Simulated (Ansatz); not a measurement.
System: 2-methylprop-2-ene-1-selenol, C$_{4}$H$_{8}$Se (charge 0, singlet). 
Geometry from a B3LYP-D3(BJ)/def2-TZVP (Ansatz, a first-principles code) optimisation:
```
C
C 1 1.3313
H 2 1.0826 1 121.52
H 2 1.0830 3 116.92 1 179.84
C 1 1.4940 2 120.73 3 -179.40
H 5 1.0874 1 111.61 2 6.21
H 5 1.0888 6 108.56 1 -124.18
C 1 1.5000 2 122.61 3 0.07
H 8 1.0890 1 111.48 2 -2.76
H 8 1.0928 9 108.32 1 -121.92
H 8 1.0943 9 108.43 10 -115.83
Se 5 1.9975 6 104.02 7 -112.39
H 12 1.4713 5 95.65 6 154.50
```
Charge 0, spin multiplicity 1.

Basis-set convergence of Hartree-Fock and CCSD correlation energies (hartree) with Ansatz. Cores are frozen in the correlated levels unless marked. No spin-orbit coupling. The frozen core is the preceding noble-gas configuration, with the filled d and f shells of earlier blocks. Non-relativistic.

```csv
basis,functions,E(HF),"E(corr, CCSD)"
cc-pVDZ,123,-2555.92804,-0.73803
cc-pVTZ,275,-2556.04827,-0.88813
cc-pVQZ,528,-2556.06163,-0.93404
```

Extrapolating the two largest sets (X = 3 and 4) as X^-3: E(corr) = (64·(-0.93404) - 27·(-0.88813))/37 = -0.9675 Eh, an estimate of the basis-set limit. The largest set recovers 96.5 % of it, the smallest 76.3 %.
